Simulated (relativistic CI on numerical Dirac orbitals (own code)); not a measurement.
# One change at a time: Sn XXXII

Base calculation: Dirac-Coulomb-Breit CI, orbitals from a KLI potential per configuration, QED by a radiative potential, unscaled Slater integrals.

Configurations in the expansion (outside the closed core [Ne]): 3s²3p⁶3d, 3s²3p⁵3d², 3s3p⁶3d², 3s²3p⁶4s, 3s²3p⁶4p, 3s²3p⁶4d, 3s²3p⁵3d4s, 3s²3p⁶4f, 3s²3p⁵3d4p, 3p⁶3d³, 3p⁵3d⁴, 3p⁵3d³4s. Double excitations out of closed p, d and f shells are left out; levels of such configurations are missing from the list, as are those of other unlisted configurations, and high levels can miss mixing partners. These lack a partner that the ground configuration has and come out too high: 3s²3p⁵3d4p.

Variants: (1) QED terms removed; (2) Breit term removed. Shifts of the energy above 3s²3p⁶3d ²D3/2, in cm⁻¹, for the lowest level and the first level of each name with at least 55 % of one term (blank where a level changes its place among those of its configuration and J or its character, or is not in the variant):

| Level | Base | Δ(1) | Δ(2) |
| --- | --- | --- | --- |
| 3s²3p⁶3d ²D3/2 | 0 | 0 | 0 |
| 3s²3p⁶3d ²D5/2 | 92199 | -268 | +3584 |
| 3s²3p⁵3d² ⁴D°1/2 | 1178277 | +893 | +4235 |
| 3s²3p⁵3d² ⁴D°3/2 | 1189129 | +905 | +3816 |
| 3s²3p⁵3d² ⁴D°7/2 | 1293490 | +655 | +8854 |
| 3s²3p⁵3d² ⁴G°9/2 | 1294687 | +685 | +8985 |
| 3s²3p⁵3d² ⁴G°11/2 | 1327609 | +598 | +11904 |
| 3s²3p⁵3d² ⁴F°9/2 | 1400196 | +554 | +10887 |
| 3s²3p⁵3d² ²H°11/2 | 1421168 | +525 | +12086 |
| 3s²3p⁵3d² ²P°1/2 | 1479146 | +424 | +9668 |
| 3s²3p⁵3d² ²G°9/2 | 1482666 | +556 | +10474 |
| 3s3p⁶3d² ⁴F3/2 | 2633163 | +8413 | +3411 |
| 3s3p⁶3d² ⁴F5/2 | 2661504 | +8354 | +4770 |
| 3s3p⁶3d² ⁴F7/2 | 2715752 | +8158 | +7792 |

At this charge energies of transitions that change n are usually good to better than 1 %, and those within a shell (Δn = 0) to a few per cent.

Ionisation energy from the two ground configurations alone: base 1843.91 eV; Breit term removed 1844.72 eV. The NIST ASD value (theoretical) is 1844 eV.

LS names give the leading component of a level, which can be under half, so a name can repeat, a term be missing and a line seem to break the LS rules.
